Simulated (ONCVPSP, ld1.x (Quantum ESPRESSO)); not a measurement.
Potentials for phosphorus compared

Generated with ld1.x 7.5 (TM, RRKJ, ultrasoft, PAW), atompaw 4.2 or ONCVPSP 4.0.1. The cutoff is in Ry: for ld1.x and atompaw files where the sum of valence levels is converged to 10 mRy in a Bessel basis, for ONCV files where the hardest occupied wave has 1 mHa per electron of residual kinetic energy. The error is the largest all-electron minus pseudo excitation energy over each file’s own four to seven test configurations (ionisations up to +4, promotions, holes and added fractions of an electron), all of which were solved. The labels leave out finer settings (local radius, basis sizes, second energies), which also bear on the numbers. Spin-polarised tests are not counted. The rows are a selection from randomly drawn settings: files with unsolved tests, undetermined cutoffs or missed reference levels are left out.

A true bound ghost makes a file unfit for plane-wave use even where its test errors are small: the radial tests pick states by their node count and pass the ghost by.

| potential | cutoff (Ry) | largest error (meV) | bound ghosts |
| --- | --- | --- | --- |
| ONCV, PBE, scalar-relativistic, rc 0.95/0.90 (sp), local smoothed, core correction no, reference 2s2 2p6 3s1.5 3p3.5, qcut 12.3/17.8, projectors 2/2 | 226 | +5.0 | none |
| ONCV, PBE, scalar-relativistic, rc 1.35/1.35/1.45 (spd), local p, core correction yes, reference 3s2 3p3, qcut 5.6/6.2/6, projectors 2/0/3 | 131 | +92 | s |
| ONCV, PBE, scalar-relativistic, rc 1.26/1.30/1.34 (spd), local smoothed, core correction no, reference 3s2 3p3, qcut 5.6/6.6/6.6, projectors 3/3/1 | 37 | +16 | s, p |
| RRKJ, LDA (PZ), scalar-relativistic, rc 1.72/1.60 (sp), local smoothed, core correction no, reference 3s1 3p4 | 35 | +530 | none |

Q: Fill in the row for P: PAW, revPBE, scalar-relativistic, rc 0.80/0.90/0.80 (spd), local d, core correction yes, reference 2s2 2p6 3s2 3p2.

A: cutoff 160 Ry, largest error +80 meV, bound ghosts: none.

Q: Fill in the row for P: ONCV, PBE, scalar-relativistic, rc 0.85/0.90 (sp), local smoothed, core correction yes, reference 2s2 2p6 3s2 3p3, qcut 12.1/15.6, projectors 2/2.

A: cutoff 198 Ry, largest error +11 meV, bound ghosts: none.
